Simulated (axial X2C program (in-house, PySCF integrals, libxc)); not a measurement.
GaCl: nuclear properties from DFT to coupled cluster

Calculated with an axial X2C code built on PySCF integrals: two-component X2C with atomic mean-field Coulomb and Gaunt terms, Gaussian nuclei, basis Ga dyall-acv3z, Cl dyall-av3z with contracted cores.

R = 2.223 Å (near the PBE0 minimum at charge 0 of the determinant lowest at the starting distance; the state shown can have its own minimum elsewhere); state Ω = 0 (closed shell).

```csv
level,qzz Ga (a.u.),qzz Cl (a.u.),μ (D)
PBE0,-2.36,0.77,-2.61
HF,-2.44,0.77,-2.65
B3LYP,-2.33,0.71,-2.67
```

qzz is the electric field gradient, eQq0 = 234.96 MHz × Q/barn × qzz; μ is positive if the Cl end (last atom) is positive. The operators were transformed with the bare-nucleus X2C matrices; with these basis sets, hyperfine constants and field gradients can be off by tens of per cent, and where levels differ in sign neither size nor sign is settled.

Finite-field MP2, CCSD and CCSD(T), with 20 electrons correlated in 130 natural virtual spinors (MP2 remainder added):

```json
{"level": "MP2", "qzz Ga (a.u.)": "-2.33", "qzz Cl (a.u.)": "0.68", "μ (D)": "-2.80"}
{"level": "CCSD", "qzz Ga (a.u.)": "-2.29", "qzz Cl (a.u.)": "0.72", "μ (D)": "-2.75"}
{"level": "CCSD(T)", "qzz Ga (a.u.)": "-2.24", "qzz Cl (a.u.)": "0.68", "μ (D)": "-2.69"}
```

T1 = 0.013 (Lee–Taylor). One unrestricted determinant, the lowest of a limited PBE0 search, is the reference; the functionals treat spin collinearly. Correlation of the inner shells is missing, which matters for properties at the nucleus. Number of frozen shells: Ga 3 s, 2 p; Cl 2 s, 1 p.

Problem. By how much does correlation change each value, CCSD(T) against HF?

Solution. qzz Ga -8 %; qzz Cl -12 %; μ 2 %.
